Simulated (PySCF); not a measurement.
Job file and geometry (Å, from GFN2-xTB) of an NMR shielding run on `O=C(O)C1=C[C@@H]1CC[SiH2]F`, C6H9FO2Si, GIAO PBE0/pcSseg-1 NMR shielding, non-relativistic, gas phase in PySCF; density fitting, a coarse starting grid and PySCF grid level 2 are the driver's defaults:

```
$ OMP_NUM_THREADS=1 python probes_run.py task.json out

{"job": {"kind": "nmr", "xc": "PBE0", "basis": "pcSseg-1"}, "charge": 0, "multiplicity": 1}
O      1.988991    -0.809364     1.569691
C      2.528986    -0.411664     0.566945
O      3.863336    -0.387744     0.417871
C      1.838611     0.088244    -0.600388
C      1.728562     0.924327    -1.602115
C      0.565371     0.005787    -1.410920
C     -0.745400     0.492463    -0.831458
C     -1.296376    -0.526473     0.171919
Si    -2.936250     0.007233     0.956363
F     -3.981341     0.256373    -0.251165
H      4.291982    -0.732768     1.217219
H      2.109284     1.763389    -2.131653
H      0.463742    -0.847137    -2.077511
H     -1.467573     0.646922    -1.636737
H     -0.585036     1.450752    -0.332342
H     -0.544555    -0.692544     0.945215
H     -1.425066    -1.482530    -0.341592
H     -3.550410    -1.038100     1.760743
H     -2.856661     1.302082     1.617618
```

Task: What does the program print?

Result: 
```
coarse grid: 16984 points
cycle   1  E = -772.8150951037  dE =  1.613e+00  |g| = 1.069e+00  |ddm| = 4.052e+00
cycle   2  E = -772.4179462160  dE =  3.971e-01  |g| = 1.832e+00  |ddm| = 2.117e+00
cycle   3  E = -773.0029325257  dE = -5.850e-01  |g| = 3.468e-01  |ddm| = 1.512e+00
cycle   4  E = -773.0249678844  dE = -2.204e-02  |g| = 8.623e-02  |ddm| = 2.941e-01
cycle   5  E = -773.0260916307  dE = -1.124e-03  |g| = 2.506e-02  |ddm| = 6.663e-02
cycle   6  E = -773.0262241597  dE = -1.325e-04  |g| = 7.254e-03  |ddm| = 2.846e-02
cycle   7  E = -773.0262339331  dE = -9.773e-06  |g| = 3.223e-03  |ddm| = 9.105e-03
cycle   8  E = -773.0262363205  dE = -2.387e-06  |g| = 8.129e-04  |ddm| = 3.600e-03
final grid: 161544 points
cycle   9  E = -773.1108289771  dE = -3.164e-05  |g| = 1.238e-02  |ddm| = 3.496e-02
cycle  10  E = -773.1107798181  dE =  4.916e-05  |g| = 2.017e-02  |ddm| = 2.557e-02
cycle  11  E = -773.1108586803  dE = -7.886e-05  |g| = 3.059e-03  |ddm| = 1.633e-02
cycle  12  E = -773.1108604419  dE = -1.762e-06  |g| = 3.797e-04  |ddm| = 2.227e-03
cycle  13  E = -773.1108604640  dE = -2.208e-08  |g| = 1.365e-04  |ddm| = 3.630e-04
cycle  14  E = -773.1108604678  dE = -3.802e-09  |g| = 3.252e-05  |ddm| = 1.339e-04
cycle  15  E = -773.1108604680  dE = -1.983e-10  |g| = 1.207e-05  |ddm| = 3.979e-05
converged SCF energy = -773.1108604680

GIAO shielding tensors (ppm)
atom      isotropic    diamagn.    paramagn.     s11        s22        s33       span
  0 O     -103.055     405.892    -508.946   -326.362   -243.984    261.181    587.543
  1 C       18.373     250.365    -231.992    -90.350     64.131     81.338    171.687
  2 O      119.746     387.007    -267.261    -23.367    145.764    236.842    260.209
  3 C       56.892     256.437    -199.545    -75.725     78.720    167.681    243.406
  4 C       49.882     258.466    -208.585    -78.566     51.080    177.131    255.697
  5 C      155.785     242.133     -86.348    107.728    132.963    226.663    118.935
  6 C      152.025     248.892     -96.867    127.664    153.728    174.684     47.020
  7 C      167.413     255.337     -87.924    150.849    171.876    179.514     28.665
  8 Si     338.729     876.544    -537.815    281.880    339.186    395.121    113.241
  9 F      405.371     466.292     -60.921    372.567    409.377    434.170     61.603
 10 H       25.331      28.036      -2.705     19.874     22.409     33.710     13.836
 11 H       23.822      33.781      -9.959     20.183     25.094     26.190      6.006
 12 H       29.446      30.654      -1.209     23.758     27.386     37.193     13.435
 13 H       29.402      31.452      -2.050     23.937     30.160     34.108     10.171
 14 H       31.216      33.101      -1.886     26.684     31.432     35.531      8.847
 15 H       30.379      34.147      -3.768     24.398     29.632     37.108     12.711
 16 H       30.421      32.626      -2.206     26.874     29.324     35.064      8.189
 17 H       26.415      27.744      -1.330     22.711     24.892     31.641      8.930
 18 H       26.635      28.822      -2.187     23.191     25.460     31.253      8.062
```

Task: Turn these shieldings into chemical shifts. δ = σ(ref) − σ, references computed at the same level: H2O for ¹⁷O (σ = 336.08 ppm); ¹³C (σ = 186.93 ppm) and ²⁹Si (σ = 349.16 ppm) and ¹H (σ = 31.72 ppm) against TMS; ¹⁹F (σ = 170.95 ppm) against CFCl3.

Result: Averaging equivalent atoms: O 0: 439.1; O 2: 216.3; C 1: 168.6; C 4: 137.0; C 3: 130.0; C 6: 34.9; C 5: 31.1; C 7: 19.5; Si 8: 10.4; F 9: -234.4; H 11: 7.89; H 10: 6.39; H 17: 5.30; H 18: 5.08; H 13: 2.32; H 12: 2.27; H 15: 1.34; H 16: 1.30; H 14: 0.50 ppm. Unscaled 19F shifts against computed CFCl3 carry errors that often reach 10 to 50 ppm. Unscaled 17O shifts of doubly bonded oxygen tend to come out too high, by tens of ppm or more. Experimental scales use liquid or dissolved standards, which lie at an offset from isolated H2O (liquid H2O: subtract about 36 ppm).

Size and cost of the density-fitted run: 222 basis functions, 84 s wall time on 1 thread of an Arm Neoverse N1, shared host; peak memory 1.1 GiB.
